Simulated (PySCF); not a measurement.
Hf(OH)3 (H₃HfO₃), SMILES [OH][Hf+]([OH])[OH], charge +1, multiplicity 1.

Geometry optimised at r2SCAN-D4/def2-SVP. The spin state was assumed, not searched. The isomer is the one that the SMILES or the coordinates give; other isomers of the formula were not compared. The def2 effective core potentials stand for the cores of Hf; spin–orbit coupling is left out. One conformer was computed; it need not be the lowest.

Computed with TDDFT-CAM-B3LYP/def2-SVPD run with PySCF.

Vertical excitations; the highest root listed may be one member of a degenerate set. Gas-phase values at a fixed geometry. State labels are in the subgroup Cs.

Computed excitation energies, oscillator strengths and character:
```tsv
state	symmetry	energy (eV)	λ (nm)	f	main pairs
S1	A"	5.12	242	0.000	HOMO→LUMO 98 %
S2	A'	5.67	219	0.022	HOMO−2→LUMO (degenerate set)
S3	A"	5.67	219	0.022	HOMO−1→LUMO (degenerate set)
S4	A'	5.89	210	0.008	HOMO−3→LUMO 97 %
S5	A'	6.29	197	0.004	HOMO−4→LUMO (degenerate set)
S6	A"	6.29	197	0.004	HOMO−5→LUMO (degenerate set)
T1	A"	5.08	244	0	HOMO→LUMO 98 %
T2	A'	5.53	224	0	HOMO−2→LUMO (degenerate set)
T3	A"	5.53	224	0	HOMO−1→LUMO (degenerate set)
T4	A'	5.59	222	0	HOMO−3→LUMO 96 %
```
Triplets are in the Tamm–Dancoff approximation, which puts them higher than full response would, so one can lie above its singlet here.
